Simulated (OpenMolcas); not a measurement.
An OpenMolcas run meant for Tm2+ (ANO-R3, X2C; inactive shells 1s 2s 2p 3s 3p 3d 4s 4p 4d 5s 5p; intended active space 13 electrons in 7 orbitals (4f)). One step of its input:

```
&RASSCF
FileOrb=start.orb
Symmetry=2
Spin=2
nActEl=13 0 0
Inactive=15 12
Ras2=0 7
CIRoot=12 12 1
SDav=7
CIMx=300
Iter=88 100
PrWF=0.3
OrbListing=Nothing
MaxOrb=0
Atom
>>> COPY $Project.JobIph JOB001
```

Lines from the output:

```
...
      Number of secondary orbitals             108
      Spin quantum number                      0.5
      State symmetry                             2
Orbital specifications:
      -----------------------

      Symmetry species                           1   2
                                                ag  au
      Frozen orbitals                            0   0
      Inactive orbitals                         15  12
      Active orbitals                            0   7
      RAS1 orbitals                              0   0
      RAS2 orbitals                              0   7
      RAS3 orbitals                              0   0
      Secondary orbitals                        46  62
      Deleted orbitals                           0   0
      Number of basis functions                 61  81
      Number of CSFs                             7
      Number of root(s) required                12
 ************ ERROR ***********
  You can't ask for more roots
  than there are configurations
 ******************************
--- Stop Module: rasscf at  /rc=_RC_INPUT_ERROR_ ---
.####################.
.# User input error #.
.####################.
```

Problem. What is wrong with the input?

Solution. CIRoot asks for more roots than the active space has configuration state functions.
